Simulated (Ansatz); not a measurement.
ClCu, singlet, geometry from GFN2-xTB (such geometries of metal compounds can be far from the true shape), with bond 1-2 at 1.8 times its length; CASSCF(2,3)/cc-pVDZ run with Ansatz (a quantum-chemistry and plane-wave program).

Here is a job for Ansatz.
Ansatz 0.2 input:
```yaml
crystal:
  periodic: [false, false, false]
  atoms:
    - {symbol: Cu, position_ang: [0.00000000, 0.00000000, -2.39825668]}
    - {symbol: Cl, position_ang: [0.00000000, 0.00000000, 1.29274059]}
basis:
  gaussian:
    orbitals: cc-pVDZ
hamiltonian:
  xc: hf
magnetization: {spin_polarized: false}
correlation: {active_space: {window: {electrons: 2, orbitals: 3}}}
```

The log (banner, timings and long lists left out):

```
Functional definition: HF
660 factors; integrals over basis functions are off by at most 5.6e-4 eV
mean field evaluation 1: about -57097.7764 eV, gradient 6.1e1 eV
mean field evaluation 2: about -57097.7792 eV, gradient 6.1e1 eV
mean field evaluation 4: about -57101.2460 eV, gradient 3.6e0 eV
mean field evaluation 8: about -57101.3127 eV, gradient 2.7e-1 eV
mean field -57101.31353390 eV, -2098.4345677103 hartree, gradient 4.1e-6 eV, S^2 0.000000; 0 other end points of the search recorded, 0 dependent functions left out
reference -57101.31353390 eV, -2098.4345677103 hartree; 23, 23 occupied and 38, 38 virtual orbitals, 660 factors
state -57101.78894393 eV, -2098.4520387068 hartree
Total energy: -57101.78894393 eV, -2098.4520387068 hartree
```
